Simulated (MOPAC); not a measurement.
MOPAC input (PM6):

```
PM6 FORCE THERMO(298,298) PRECISE LET GEO-OK AUX(PRECISION=9) THREADS=1
C4H10Se2

C     2.28353874 1   -0.22561499 1   -1.35504117 1
Se    1.54562969 1    0.74847952 1    0.16531085 1
C    -0.36322447 1    0.59005166 1   -0.32153853 1
C    -1.10473952 1    1.80441581 1    0.18550628 1
Se   -1.03443626 1   -1.09616761 1    0.46144092 1
C    -2.79847921 1   -1.12615235 1   -0.36983056 1
H     2.06740023 1    0.25968112 1   -2.31152365 1
H     1.92466526 1   -1.25986631 1   -1.40878095 1
H     3.37404369 1   -0.26349358 1   -1.24001092 1
H    -0.45647188 1    0.52966345 1   -1.43033690 1
H    -2.17126204 1    1.77620614 1   -0.08917906 1
H    -1.07663351 1    1.92424884 1    1.27951899 1
H    -0.71409744 1    2.74126449 1   -0.24431123 1
H    -3.43453848 1   -0.30284215 1   -0.03141854 1
H    -3.29382344 1   -2.06301022 1   -0.08717854 1
H    -2.75018931 1   -1.09460462 1   -1.46176692 1
```

From the output:

```
     H   16   0.002120   0.443632   0.441415   4.167036

          HEAT OF FORMATION =      -2.388085 KCALS/MOLE

          ZERO POINT ENERGY      73.705 KCAL/MOL

           NORMAL COORDINATE ANALYSIS (Total motion = 1 Angstrom)

   Root No.       1         2         3         4         5         6         7         8

                 1 A       2 A       3 A       4 A       5 A       6 A       7 A       8 A

                  34.9      48.0      77.8      89.2     110.7     165.1     190.1     200.2

           1    0.0041    0.0079    0.0035    0.0010   -0.0046    0.0064   -0.0038   -0.0058
           2   -0.0269   -0.0120   -0.0048    0.0044   -0.0471    0.0742   -0.0031   -0.0480
           3   -0.0565    0.0846    0.0047    0.0199   -0.0162    0.0057   -0.0009    0.0001
           4    0.0040    0.0079    0.0034    0.0011   -0.0053    0.0082   -0.0036   -0.0069
           5   -0.0002    0.0018    0.0008    0.0034   -0.0175   -0.0067   -0.0076    0.0308
           6    0.0141   -0.0151    0.0001   -0.0032   -0.0341    0.0021   -0.0042    0.0085
           7   -0.0248    0.0011    0.0002    0.0039   -0.0147    0.0010   -0.0000    0.0006
           8    0.0039    0.0026    0.0014    0.0029   -0.0158   -0.0075   -0.0047    0.0196
           9   -0.0009   -0.0051   -0.0027   -0.0050    0.0433    0.0072   -0.0008   -0.0051
          10   -0.0431    0.0108    0.0044    0.0082   -0.0178   -0.0209    0.0032    0.0188
          11    0.0246    0.0036   -0.0015    0.0009   -0.0075    0.0390    0.0043    0.0112
          12   -0.0234    0.0124    0.0034    0.0021    0.0393   -0.0088    0.0087    0.0201
          13   -0.0056   -0.0268   -0.0103   -0.0040    0.0086   -0.0057    0.0041    0.0040
          14   -0.0000   -0.0006    0.0000   -0.0043    0.0280   -0.0109    0.0061   -0.0207
          15   -0.0001   -0.0037   -0.0023   -0.0026    0.0359    0.0081   -0.0026    0.0004
          16    0.0678    0.0747    0.0249    0.0023    0.0176    0.0030   -0.0019   -0.0003
          17    0.0014    0.0002    0.0008   -0.0027    0.0138   -0.0198    0.0104   -0.0294
          18    0.0099    0.0020    0.0056    0.0099   -0.0674   -0.0534    0.0272   -0.0597
          19    0.0306   -0.0426   -0.0005   -0.0031   -0.0194    0.0287   -0.0046   -0.0262
          20   -0.0601    0.0330    0.0103   -0.2433   -0.0967    0.0927   -0.0026   -0.0671
          21   -0.0862    0.1318    0.0144   -0.1072   -0.0350    0.0046   -0.0003    0.0002
          22   -0.0344    0.0484    0.0042    0.0046   -0.0059    0.0326   -0.0010   -0.0349
          23   -0.0062   -0.0621   -0.0219    0.2449   -0.0133    0.0984   -0.0018   -0.0729
          24   -0.0870    0.1329    0.0148   -0.1167   -0.0365    0.0048   -0.0003    0.0000
          25    0.0172    0.0176    0.0068    0.0005    0.0133   -0.0477   -0.0059    0.0497
          26   -0.0308   -0.0162   -0.0063    0.0115   -0.0519    0.0926   -0.0024   -0.0670
          27   -0.0373    0.0461   -0.0136    0.3139    0.0367    0.0099    0.0003   -0.0050
          28   -0.0413    0.0074    0.0031    0.0071   -0.0192   -0.0157   -0.0003    0.0136
          29   -0.0104    0.0018    0.0009    0.0040   -0.0102   -0.0201   -0.0116    0.0354
          30    0.0131   -0.0161   -0.0077   -0.0090    0.0553    0.0192   -0.0062   -0.0106
          31   -0.0643    0.0088    0.0040    0.0107   -0.0169   -0.0810   -0.1441   -0.0116
          32    0.0276    0.0040   -0.0018    0.0006   -0.0074    0.0470    0.0175    0.0134
          33   -0.0312    0.0126   -0.0028    0.0044    0.0460   -0.0424   -0.2076   -0.0350
          34   -0.0276    0.0052    0.0020    0.0050   -0.0159    0.0035    0.0284    0.0140
          35    0.0425    0.0066    0.0019   -0.0015   -0.0116    0.0988    0.2175    0.0621
          36   -0.0371    0.0262    0.0115    0.0061    0.0319   -0.0015    0.1585    0.0774
          37   -0.0544    0.0265    0.0112    0.0127   -0.0212   -0.0080    0.1252    0.0688
          38    0.0195    0.0023   -0.0074    0.0023    0.0033    0.0073   -0.2152   -0.0481
          39   -0.0216    0.0125    0.0052    0.0015    0.0356    0.0015    0.0800    0.0393
          40    0.0975    0.1328   -0.0871    0.0001    0.0113    0.0012   -0.0009   -0.0020
          41   -0.0267   -0.0361   -0.0463   -0.0034   -0.0215   -0.0453    0.0229   -0.0504
          42    0.0455    0.0849   -0.2371    0.0052   -0.1049   -0.0755    0.0381   -0.0783
          43    0.0482    0.0073    0.3167    0.0123    0.0407    0.0150   -0.0078    0.0005
          44   -0.0020   -0.0001   -0.0020   -0.0090    0.0704    0.0203   -0.0105    0.0163
          45    0.0104   -0.0020    0.0251    0.0138   -0.0949   -0.0736    0.0378   -0.0840
          46    0.1010    0.1419   -0.1165   -0.0007    0.0086   -0.0001   -0.0006   -0.0022
          47    0.0328    0.0365    0.0513    0.0053   -0.0133   -0.0383    0.0197   -0.0588
          48   -0.0198   -0.0736    0.2368    0.0188   -0.0704   -0.0599    0.0310   -0.0742

   Root No.       9        10        11        12        13        14        15        16

                 9 A      10 A      11 A      12 A      13 A      14 A      15 A      16 A

                 258.4     359.3     600.3     677.1     682.5     697.2     869.6     873.6

           1   -0.0155   -0.0162   -0.0090    0.0892    0.1413   -0.0509    0.0029    0.0045
           2   -0.0140   -0.0287    0.0013    0.0038    0.0097   -0.0086   -0.0115   -0.0170
           3    0.0030    0.0008   -0.0003    0.0003   -0.0001    0.0006    0.0072    0.0045
           4   -0.0136   -0.0148    0.0007   -0.0166   -0.0256    0.0082   -0.0005   -0.0010
           5   -0.0207   -0.0091    0.0174   -0.0087   -0.0006   -0.0138    0.0008    0.0017
           6    0.0056    0.0011   -0.0020   -0.0001   -0.0001   -0.0005   -0.0002   -0.0001
           7    0.0010    0.1068    0.0556    0.0081    0.0036    0.0118   -0.0033   -0.0018
           8   -0.0073   -0.0027   -0.0809    0.0620   -0.0022    0.1121    0.0036   -0.0023
           9   -0.0102   -0.0072    0.1179    0.0416    0.0064    0.0717   -0.0050   -0.0032
          10    0.0212    0.0574   -0.0232   -0.0005   -0.0024    0.0011    0.0028    0.0033
          11    0.1094    0.0518   -0.0131    0.0083    0.0012    0.0153    0.0008    0.0003
          12    0.0784   -0.0878    0.0262    0.0062    0.0026    0.0109   -0.0049   -0.0021
          13    0.0115   -0.0092   -0.0021   -0.0006   -0.0001   -0.0007   -0.0022    0.0032
          14    0.0015    0.0048   -0.0035   -0.0205    0.0223    0.0062   -0.0021   -0.0008
          15   -0.0215    0.0175   -0.0213   -0.0047   -0.0040   -0.0126    0.0054    0.0024
          16    0.0040   -0.0023   -0.0003   -0.0004    0.0000   -0.0009    0.0253   -0.0404
          17    0.0066    0.0018    0.0056    0.0999   -0.1251   -0.0576    0.0046    0.0021
          18    0.0050    0.0005   -0.0022   -0.0107    0.0105    0.0020   -0.0468   -0.0210
          19   -0.0157   -0.0336   -0.0233    0.0648    0.0887   -0.0154    0.0753    0.0772
          20   -0.0126   -0.0440   -0.0153   -0.0058   -0.0150    0.0124    0.0207    0.0297
          21    0.0040    0.0019   -0.0009    0.0016    0.0041   -0.0032   -0.0140   -0.0094
          22   -0.0152   -0.0319   -0.0252    0.0609    0.0892   -0.0223   -0.0030    0.0283
          23   -0.0164   -0.0448   -0.0140   -0.0058   -0.0154    0.0132    0.0180    0.0276
          24    0.0044    0.0017   -0.0009   -0.0025   -0.0028   -0.0009   -0.0130   -0.0078
          25   -0.0140    0.0232    0.0371    0.0790    0.1539   -0.0892   -0.0729   -0.1039
          26   -0.0148   -0.0431   -0.0143    0.0006   -0.0051    0.0086    0.0163    0.0232
          27    0.0005    0.0009    0.0016    0.0013    0.0011   -0.0004   -0.0119   -0.0077
          28   -0.0016    0.0947    0.0311    0.0094    0.0045    0.0098    0.0044    0.0044
          29   -0.0343    0.0005   -0.0835    0.0599    0.0018    0.0943    0.0321    0.0240
          30   -0.0305    0.0068    0.1158    0.0369    0.0063    0.0599    0.0115    0.0121
          31   -0.0091   -0.0015   -0.1228    0.0514   -0.0095    0.1055    0.0033   -0.0051
          32    0.1218    0.0609    0.0046   -0.0047    0.0027   -0.0106    0.0015    0.0021
          33    0.2064   -0.0914    0.0160   -0.0511    0.0016   -0.0946    0.0043    0.0028
          34    0.0137    0.1043    0.0597   -0.0034    0.0025   -0.0088   -0.0027    0.0032
          35    0.0837    0.0862    0.0504   -0.0171    0.0050   -0.0361    0.0018    0.0025
          36    0.0693   -0.1550   -0.0857   -0.0121   -0.0049   -0.0172    0.0071   -0.0012
          37    0.0782   -0.0091   -0.1254   -0.0613   -0.0102   -0.1072    0.0149    0.0097
          38    0.2240    0.0543    0.0058   -0.0399    0.0030   -0.0729    0.0016    0.0064
          39    0.0413   -0.0876    0.0193    0.0210    0.0021    0.0379   -0.0041   -0.0037
          40   -0.0009   -0.0016    0.0007    0.0027   -0.0029    0.0003   -0.0504    0.0769
          41    0.0222   -0.0076    0.0301    0.0603   -0.0767   -0.0440    0.2863   -0.1796
          42    0.0074   -0.0051    0.0194   -0.0225    0.0266    0.0074    0.0373    0.0533
          43    0.0083    0.0025    0.0020    0.0008   -0.0013   -0.0003   -0.0421    0.0644
          44   -0.0151    0.0148   -0.0577    0.1054   -0.1390   -0.0629   -0.2726   -0.1037
          45    0.0167   -0.0059    0.0319   -0.0221    0.0279    0.0084    0.1046    0.0447
          46   -0.0018   -0.0023    0.0005   -0.0010    0.0021    0.0029   -0.0454    0.0793
          47    0.0151   -0.0018    0.0395    0.0626   -0.0747   -0.0338    0.0232    0.2989
          48    0.0184   -0.0018    0.0187   -0.0225    0.0259    0.0055    0.0667   -0.0022

   Root No.      17        18        19        20        21        22        23        24

                17 A      18 A      19 A      20 A      21 A      22 A      23 A      24 A

                 878.6     882.2    1020.7    1036.5    1094.7    1169.5    1193.5    1231.1

           1    0.0077    0.0104    0.0016   -0.0026   -0.0016    0.0029    0.0040    0.0015
           2   -0.0287   -0.0381   -0.0039    0.0043    0.0001    0.0063    0.0028    0.0005
           3    0.0329   -0.0344   -0.0002   -0.0015    0.0000   -0.0003    0.0005   -0.0418
           4   -0.0019   -0.0022   -0.0009    0.0012    0.0009    0.0001   -0.0008    0.0001
           5    0.0032    0.0042    0.0021   -0.0035   -0.0002    0.0003    0.0006   -0.0000
           6   -0.0027    0.0027    0.0000    0.0009    0.0009    0.0001   -0.0001   -0.0000
           7    0.0025    0.0021    0.0177    0.0027   -0.0045   -0.1320    0.0466    0.0004
           8   -0.0071   -0.0065   -0.0191    0.0152   -0.0535   -0.0186    0.0363    0.0005
           9    0.0035    0.0033    0.0207    0.0073   -0.0413    0.0525   -0.0576   -0.0005
          10    0.0018    0.0029   -0.0154   -0.0068    0.0027    0.1340   -0.0053   -0.0002
          11   -0.0026   -0.0018    0.0284   -0.0353    0.0353    0.0122   -0.0289    0.0003
          12    0.0000    0.0005   -0.0382   -0.0213    0.0311   -0.0410    0.0407    0.0004
          13   -0.0006   -0.0007   -0.0009   -0.0010   -0.0007   -0.0005   -0.0008    0.0000
          14    0.0008    0.0003   -0.0001    0.0003    0.0010   -0.0001   -0.0001    0.0000
          15   -0.0022   -0.0011   -0.0020   -0.0030   -0.0010   -0.0020    0.0003    0.0000
          16    0.0066    0.0067    0.0002    0.0002    0.0009    0.0009   -0.0007   -0.0013
          17   -0.0016   -0.0006    0.0001   -0.0023    0.0000    0.0006   -0.0021    0.0003
          18    0.0179    0.0082    0.0029    0.0021    0.0032    0.0030   -0.0021    0.0006
          19    0.2789   -0.0902    0.0089   -0.0183    0.0033   -0.0115   -0.0082    0.1036
          20    0.0543    0.0551    0.0034   -0.0043    0.0061   -0.0133   -0.0397    0.2061
          21   -0.0656    0.0656   -0.0008    0.0027    0.0011   -0.0037   -0.0162    0.0421
          22   -0.0972    0.3170    0.0133   -0.0017    0.0025   -0.0092   -0.0068   -0.1193
          23    0.0395    0.0697    0.0039   -0.0027    0.0045   -0.0129   -0.0346   -0.2276
          24   -0.0615    0.0686    0.0017    0.0020   -0.0002    0.0045    0.0162    0.0564
          25   -0.1790   -0.2324   -0.0214    0.0284    0.0157    0.0033   -0.0512   -0.0122
          26    0.0387    0.0545    0.0045   -0.0066   -0.0050    0.0046    0.0172    0.0147
```
